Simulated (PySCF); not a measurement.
OSi, charge +1, doublet, at a GFN2-xTB geometry (a state made from the parent by changing its charge; the spin is typed, not shown lowest).

PySCF was given this input:
```python
from pyscf import gto, scf, dft

mol = gto.Mole()
mol.atom = '''
    Si   -0.00000000   -0.00000000   -0.54026507
    O     0.00000000    0.00000000    0.94546388
'''
mol.basis = '6-31g**'
mol.charge = 1
mol.spin = 1
mol.verbose = 4
mol.build()

mf = dft.UKS(mol)
mf.xc = 'camb3lyp'
mf.kernel()
```

Q: What is the computed Mulliken (on the basis functions themselves) charges in atom order (PySCF with CAMB3LYP/6-31G**)?

A: Si1 1.19, O2 -0.19

Q: Give the total energy at the level CAMB3LYP/6-31G**.

A: -364.254336 Ha

Q: What is the computed nuclear repulsion energy (CAMB3LYP/6-31G**)?

A: 39.8914 Eh

Q: What number of basis functions does CAMB3LYP/6-31G** give?

A: 32

Q: Estimate the HOMO energy that CAMB3LYP/6-31G** returns for this input.

A: -19.43 eV

Q: Give the <S^2> at the level CAMB3LYP/6-31G**.

A: 0.760

These values belong to the state on which the SCF converged, which isn't shown to be the lowest.
